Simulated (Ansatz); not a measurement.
Process, species as SMILES: N#P (N-P) + H+ → [NH+]#P
B3LYP-D3(BJ)/def2-TZVP geometries, fixed; electronic energies without zero-point terms; positive where energy is released.

Basis-set convergence of the proton affinity at HF with Ansatz (a program for electronic structure). Cartesian d functions, on some or all atoms, in 6-31G*, 6-31+G*, 6-311G**, 6-311+G**; all else is spherical. A restricted Hartree-Fock determinant is unstable towards unrestricted orbitals. The proton sits at the site shown, which need not be the one that binds it best. No added dispersion term, no relativity. Functions are those of the species that has most. Reference: the value in aug-pcseg-3, 205.29 kcal/mol, itself unsure by roughly 0.33 kcal/mol (its mean distance from aug-cc-pV(Q+d)Z, cc-pV(5+d)Z, def2-QZVPPD). Deviations are taken from unrounded values.

```csv
basis,functions,proton affinity (kcal/mol)
6-31G*,36,201.08
6-31+G*,44,199.80
def2-SVP,37,205.40
def2-SVPD,52,204.56
pcseg-1,37,200.75
aug-pcseg-1,59,199.33
cc-pV(D+d)Z,42,203.50
aug-cc-pV(D+d)Z,64,200.74
6-311G**,51,204.45
6-311+G**,59,203.21
def2-TZVP,74,204.70
def2-TZVPD,89,204.33
pcseg-2,78,205.44
aug-pcseg-2,119,204.88
cc-pV(T+d)Z,83,205.20
aug-cc-pV(T+d)Z,124,204.56
def2-TZVPP,87,205.15
def2-TZVPPD,102,204.80
cc-pV(Q+d)Z,149,205.04
aug-cc-pV(Q+d)Z,215,204.89
def2-QZVPP,157,205.01
def2-QZVPPD,172,204.94
pcseg-3,157,205.42
aug-pcseg-3,223,205.29
```

What the diffuse functions change, pair by pair:
- 6-31G* to 6-31+G*: 8 more functions, deviation -4.22 to -5.49 kcal/mol
- def2-SVP to def2-SVPD: 15 more functions, deviation 0.11 to -0.73 kcal/mol
- pcseg-1 to aug-pcseg-1: 22 more functions, deviation -4.54 to -5.96 kcal/mol
- cc-pV(D+d)Z to aug-cc-pV(D+d)Z: 22 more functions, deviation -1.80 to -4.55 kcal/mol
- 6-311G** to 6-311+G**: 8 more functions, deviation -0.84 to -2.08 kcal/mol
- def2-TZVP to def2-TZVPD: 15 more functions, deviation -0.59 to -0.96 kcal/mol
- pcseg-2 to aug-pcseg-2: 41 more functions, deviation 0.15 to -0.41 kcal/mol
- cc-pV(T+d)Z to aug-cc-pV(T+d)Z: 41 more functions, deviation -0.09 to -0.74 kcal/mol
- def2-TZVPP to def2-TZVPPD: 15 more functions, deviation -0.14 to -0.50 kcal/mol
- cc-pV(Q+d)Z to aug-cc-pV(Q+d)Z: 66 more functions, deviation -0.25 to -0.41 kcal/mol
- def2-QZVPP to def2-QZVPPD: 15 more functions, deviation -0.28 to -0.35 kcal/mol
- pcseg-3 to aug-pcseg-3: 66 more functions, deviation 0.12 to 0.00 kcal/mol

Leaving out the reference's own pair, they bring the value nearer the reference by more than 0.33 kcal/mol in 0 of 11 pairs.
